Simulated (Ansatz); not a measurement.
A structure relaxed at PBE0-D4/def2-TZVP, charge 0, multiplicity 1:

```xyz
11

C    -0.0609   -0.3644   -1.6119
O     0.3989    0.9566   -1.5473
Sn   -0.0848    2.4747   -0.3783
S    -0.6724    1.3346    1.6981
C     0.1215   -0.2990    1.6814
H    -0.3954   -0.5840   -2.6322
H     0.7424   -1.0696   -1.3663
H    -0.9008   -0.5592   -0.9337
H    -0.6101   -1.0746    1.4586
H     0.5311   -0.4704    2.6768
H     0.9303   -0.3448    0.9547
```

(1) Give its formula and SMILES.

(2) Summarise the bond lengths by kind.

Answers

(1) C2H6OSSn, `C[O][Sn][S]C`.

(2) 1 × C–O 1.400 Å; 6 × C–H 1.088 to 1.097 Å; 1 × O–Sn 1.976 Å; 1 × S–Sn 2.441 Å; 1 × C–S 1.816 Å.

Results of the Gaussian-basis code of Ansatz.
